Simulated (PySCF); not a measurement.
**Worked example: entropy of an ideal gas**

Cd(F)(SH) (CdFHS), SMILES [F][Cd][SH].

Geometry: B3LYP-D3(BJ)/def2-TZVP. The def2 effective core potentials stand for the cores of Cd; spin–orbit coupling is left out. The values are those of a single conformer.

B3LYP-D3(BJ)/def2-TZVP (PySCF) gives the harmonic wavenumbers 107, 111, 341, 573, 681, 2664 cm⁻¹ and the rotational temperatures 13.7948, 0.0998, 0.0991 K. The molar mass is 164.48 g/mol, the symmetry number 1, the spin multiplicity 1.

Problem. Work out the entropy at 298.15 K and 1 atm in the rigid-rotor, harmonic-oscillator model.

Solution. 
Translation (Sackur–Tetrode at 1 atm): S = R[1.5 ln M + 2.5 ln T − 1.16487] = 172.4 J/(mol K).
Rotation: q = (√π/σ) T^1.5/√(θA θB θC) = 24700, S = R[ln q + 3/2] = 96.6 J/(mol K).
Vibration: with u = 1.4388 ν/T, each mode gives R[u/(e^u − 1) − ln(1 − e^−u)]:
| ν (cm⁻¹) | modes | u | S (J/(mol K)) |
|---|---|---|---|
| 107 | 1 | 0.52 | 13.90 |
| 111 | 1 | 0.54 | 13.60 |
| 341 | 1 | 1.65 | 5.05 |
| 573 | 1 | 2.77 | 2.09 |
| 681 | 1 | 3.29 | 1.38 |
The stiffer modes add less than 0.005 each. Sum 36.0 J/(mol K).
Spin: R ln 1 = 0.0 J/(mol K).
Total 305.0 J/(mol K); the program's own thermochemistry gives 305.0. Translation makes up 57 % and vibration 12 %. Anharmonicity, hindered rotation and orbital degeneracy are left out.
